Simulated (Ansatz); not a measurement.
Harmonic frequencies (cm⁻¹) at PBE0-D4/def2-TZVP from Ansatz: 116, 133, 221, 340, 392, 581, 617, 650, 732, 797, 910, 920, 928, 934, 949, 953, 1012, 1060, 1090, 1115, 1146, 1238, 1440, 1471, 1854, 2216, 2222, 2228, 3123, 3133, 3151, 3205, 3237.

(1) Which molecule is it?
A. `[SiH3]/C=[CH]\[GaH2]`
B. `C=CC(=C)[SiH3]`
C. `CC#CC[SiH3]`
D. `C=C1CC1[SiH3]`

## Answers

(1) D.
